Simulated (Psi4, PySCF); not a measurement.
CH3AlBr2, singlet, geometry from GFN2-xTB (such geometries of metal compounds can be far from the true shape), atoms displaced at random by about 0.08 Å a coordinate. Base run: HF/STO-3G, gradient (PySCF).

Input for PySCF:
```python
from pyscf import gto, scf

mol = gto.M(
    atom='''
Al    0.570919   -0.159968    0.296897
Br   -1.219103   -1.475997    0.312275
Br    0.336477    1.763517   -0.892352
C     2.065304   -0.603395    1.353704
H     2.688160    0.210887    1.743866
H     2.937568   -0.980029    0.773565
H     1.941404   -1.562385    2.152170
''',
    basis='sto-3g',
    charge=0,
    spin=0,
    verbose=4,
)

mf = scf.RHF(mol)
mf.kernel()
g = mf.nuc_grad_method()
grad = g.kernel()
```

Programs used: Psi4, PySCF; a row that names a program was run with it.

The coordinate followed is z of atom 5.

The base run was repeated with changes; each row names its change, and settings that it needs were set with it.

```tsv
change	dE/dx (Eh/bohr)	net force (Eh/bohr)
base	-0.025923	0.000000
code = psi4	-0.025930	0.000000
conv_tol = 1e-4	-0.025921	0.000000
conv_tol = 1e-11	-0.025923	0.000000
finite difference step (bohr) = 0.01; conv_tol = 1e-11	-0.025921	-
density fitting = on; auxbasis_response = off	-0.025937	0.000644
finite difference step (bohr) = 1e-4; conv_tol = 1e-11	-0.025923	-
finite difference step (bohr) = 1e-5; conv_tol = 1e-11	-0.025923	-
finite difference step (bohr) = 0.05; conv_tol = 1e-11	-0.025882	-
finite difference step (bohr) = 1e-3; conv_tol = 1e-11	-0.025923	-
conv_tol = 1e-6	-0.025923	0.000000
density fitting = on	-0.025930	0.000000
```

The net force is zero for an exact gradient.
